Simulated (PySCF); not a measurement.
SnF₃Cl, SMILES [F][Sn]([F])([Cl])[F].

Coordinates come from a B3LYP-D3(BJ)/def2-SVP optimisation. The def2 effective core potentials stand for the cores of Sn; spin–orbit coupling is left out.

The numbers are results of TDA-PBE0/def2-SVPD run with PySCF, not measurements.

Vertical excitations; the highest root listed may be one member of a degenerate set. Isolated molecule, no solvent. State labels are in the subgroup Cs.

| state | symmetry | energy (eV) | λ (nm) | f | main pairs |
|---|---|---|---|---|---|
| S1 | A' | 5.15 | 241 | 0.010 | HOMO→LUMO (degenerate set) |
| S2 | A" | 5.15 | 241 | 0.010 | HOMO−1→LUMO (degenerate set) |
| S3 | A" | 6.39 | 194 | 0.000 | HOMO−3→LUMO 99 % |
| S4 | A" | 6.53 | 190 | 0.008 | HOMO−5→LUMO, HOMO−6→LUMO (degenerate set) |
| S5 | A' | 6.53 | 190 | 0.008 | HOMO−4→LUMO, HOMO−7→LUMO (degenerate set) |
| S6 | A' | 6.72 | 185 | 0.168 | HOMO−2→LUMO 78 %, HOMO−8→LUMO 17 % |
| S7 | A' | 6.74 | 184 | 0.038 | HOMO−7→LUMO, HOMO−4→LUMO (degenerate set) |
| S8 | A" | 6.74 | 184 | 0.038 | HOMO−6→LUMO, HOMO−5→LUMO (degenerate set) |
| S9 | A' | 8.00 | 155 | 0.106 | HOMO−8→LUMO 70 % |
| S10 | A' | 8.55 | 145 | 0.082 | HOMO−10→LUMO 84 % |
| T1 | A' | 4.67 | 266 | 0 | HOMO→LUMO (degenerate set) |
| T2 | A" | 4.67 | 266 | 0 | HOMO−1→LUMO (degenerate set) |
| T3 | A' | 5.61 | 221 | 0 | HOMO−2→LUMO 97 % |
| T4 | A" | 5.99 | 207 | 0 | HOMO−3→LUMO 96 % |
Triplets are in the Tamm–Dancoff approximation.
